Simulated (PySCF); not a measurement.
## Electron correlation in C⁺ (carbon, charge +1)

[He] 2s2 2p1, 2P determinant. Calculation: PySCF 2.14, in 6-31G*; the non-relativistic Hamiltonian (point nucleus). Frozen: 1s2; 3 electrons correlated.

MP2 pair energies summed by pair of shells (mhartree):

```csv
pair,energy,share (%)
2s-2s,-26.25,61.5
2s-2p,-16.45,38.5
```

Total MP2 correlation energy: -42.70 mhartree.

Same-spin part -2.47 and opposite-spin part -40.23 mhartree; SCS-MP2 scales them by 1/3 and 6/5 to -49.10 mhartree.

```tsv
level	correlation energy (mhartree)
CCSD	-66.97
(T)	-0.72
CCSD(T)	-67.69
```

Diagnostics: T1 = 0.0078, D1 = 0.0138, largest double amplitude 0.138.

Cost of the coupled-cluster step: 0.11 s of wall time on 1 thread of AMD EPYC 7B13 (shared host), for 3 correlated electrons.

Iterations:

```
CC2 = 0
CCSD nocc = (np.int64(2), np.int64(1)), nmo = (13, 13)
frozen orbitals [[0], [0]]
max_cycle = 100
direct = 0
conv_tol = 1e-08
conv_tol_normt = 1e-06
diis_space = 8
diis_start_cycle = 0
Init t2, MP2 energy = -0.0427019353700883
Init E_corr(UCCSD) = -0.0427019353701105
cycle = 1  E_corr(UCCSD) = -0.0566688502894471  dE = -0.0139669149  norm(t1,t2) = 0.054811
cycle = 2  E_corr(UCCSD) = -0.0621203848337811  dE = -0.00545153454  norm(t1,t2) = 0.0266118
cycle = 3  E_corr(UCCSD) = -0.0670476027925909  dE = -0.00492721796  norm(t1,t2) = 0.0136842
cycle = 4  E_corr(UCCSD) = -0.0669497465701201  dE = 9.78562225e-05  norm(t1,t2) = 0.000978221
cycle = 5  E_corr(UCCSD) = -0.0669791273352593  dE = -2.93807651e-05  norm(t1,t2) = 0.000137367
cycle = 6  E_corr(UCCSD) = -0.06696538853292  dE = 1.37388023e-05  norm(t1,t2) = 3.22757e-05
cycle = 7  E_corr(UCCSD) = -0.0669702764942357  dE = -4.88796132e-06  norm(t1,t2) = 1.19943e-05
cycle = 8  E_corr(UCCSD) = -0.0669697569610786  dE = 5.19533157e-07  norm(t1,t2) = 1.90701e-06
cycle = 9  E_corr(UCCSD) = -0.0669696841899581  dE = 7.27711205e-08  norm(t1,t2) = 2.45111e-07
cycle = 10  E_corr(UCCSD) = -0.0669696858543113  dE = -1.66435324e-09  norm(t1,t2) = 1.70169e-08
UCCSD converged
E(UCCSD) = -37.3536847176159  E_corr = -0.06696968585431132
UCCSD(T) correction = -0.000718553173116253
```
